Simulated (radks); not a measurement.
Values are calculated unless marked as measured or tabulated.
Species: Zn. Configuration: [Ar] 3d10 4s2 (the NIST ground configuration).

Code: a radial shooting solver on a logarithmic mesh with Libxc functionals. Model: Dirac Kohn-Sham, revPBE, spin-unpolarised, spherical densities, finite nucleus; Fermi nuclear charge, rms radius 3.9283 fm.

Energy parts (hartree):
total: -1796.22851
kinetic: 1829.58417
electron-nucleus: -4333.22151
Hartree: 779.13978
exchange-correlation: -71.73094

Orbitals (lengths in bohr, moments of r in powers of bohr; <r^-3> diverges for s and p1/2):
orbital  occ.  eigenvalue (hartree)  <r^-3>
1s1/2       2             -349.9921       -
2s1/2       2             -42.55576       -
2p1/2       2             -37.46821       -
2p3/2       4             -36.59103   769.3
3s1/2       2              -4.74925       -
3p1/2       2              -3.13924       -
3p3/2       4              -3.02675   99.37
3d3/2       4              -0.37820   9.629
3d5/2       6              -0.36510   9.359
4s1/2       2              -0.21673       -
4p1/2       0              -0.04138       -
4p3/2       0              -0.03933   1.820

The highest occupied level is 4s1/2 at -5.897 eV. The electron density at the nucleus is 2.51e+04 e/bohr^3.
